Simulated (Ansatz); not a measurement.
Mulliken charges of `[OH][Mo]([OH])([OH])([F])([F])[Cl]` from r2SCAN/def2-TZVPP in Ansatz (PBE0-D4/def2-TZVP geometry).

```tsv
atom	x (Å)	y (Å)	z (Å)	charge (e)
O1	-0.701	-1.519	-0.525	-0.400
Mo2	-0.087	0.120	0.064	1.488
O3	1.026	-0.664	1.323	-0.409
O4	1.225	0.189	-1.225	-0.394
F5	-1.696	0.132	1.003	-0.353
F6	0.323	1.653	1.054	-0.363
Cl7	-1.218	1.554	-1.401	-0.294
H8	-1.482	-1.940	-0.148	0.241
H9	1.492	-0.103	1.955	0.242
H10	1.118	0.579	-2.100	0.242
```

Question: By hand: the dipole of these point charges (1 e Å = 4.8032 D).

Answer: Σ q r = (0.363, -0.473, -0.149) e Å, of length 0.615 e Å = 2.95 D.

Question: How does the dipole of the full density compare? (An estimate is asked.)

Answer: Computed: (0.320, -0.438, -0.044) e Å, 2.61 D; the point charges give 1.13 times that, at 9° from its direction.

Point charges leave out the atoms' own dipoles, such as those of lone pairs, and Mulliken's split depends on the basis, so the close match here is no proof of good charges.
